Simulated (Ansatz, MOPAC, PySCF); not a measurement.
Donor–acceptor adduct: AlH3 (SMILES [AlH3]) (first 4 atoms) with H2S (SMILES S); geometry from B3LYP-D3(BJ)/def2-TZVP, rigid monomers moved along the line of their centres of mass till Al1···S5 is 4.64 Å.
(charge 0, multiplicity 1):
```xyz
7

Al    -0.2520    -0.1264     0.4923
H     -1.0017    -1.4932     0.8004
H     -1.1170     1.1968     0.3387
H      1.1968    -0.1837    -0.1560
S      1.2233     0.8001     4.7894
H      1.7291    -0.4086     5.0915
H      0.0764     0.5643     5.4504
```

Counterpoise-corrected where a basis set is named; no monomer relaxation. Rows marked so take none.

Frozen-core correlation. CBS(a, b) extrapolates the correlation energy as X⁻³ and adds the Hartree–Fock energy of set b. Rows in 3-21G, 6-311+G**, 6-31G*, STO-3G carry no dispersion term and start afresh at each structure (6-31G* with six Cartesian d functions). The state reached by AM1, PM3 isn't checked.

The values were computed with Ansatz (a program for electronic structure); MOPAC for AM1, PM3 (differences of heats of formation); PySCF for 3-21G rows, 6-311+G** rows, 6-31G* rows, STO-3G rows, the dispersion terms. 

Other levels give for the interaction energy: PBE/def2-TZVPPD -1.60; B3LYP/def2-TZVPPD -1.28; B3LYP-D3(BJ)/def2-TZVPPD -1.80; wB97M-V/def2-TZVPPD -1.72; CCSD(T)/CBS(aug-cc-pV(D+d)Z, aug-cc-pV(T+d)Z) -1.70 kcal/mol.

Q: What do these common cheap choices give for the same quantity: AM1, PM3, HF/STO-3G (no counterpoise), HF/6-31G*, B3LYP/3-21G (no counterpoise), B3LYP/6-31G* (no counterpoise), B3LYP/6-311+G** (no counterpoise), M06-2X/6-31G* (no counterpoise)?

A: AM1 -0.67; PM3 -0.24; HF/STO-3G (no counterpoise) -0.64; HF/6-31G* -1.60; B3LYP/3-21G (no counterpoise) -2.35; B3LYP/6-31G* (no counterpoise) -1.70; B3LYP/6-311+G** (no counterpoise) -1.47; M06-2X/6-31G* (no counterpoise) -1.95 kcal/mol. They span -2.35 to -0.24 kcal/mol.
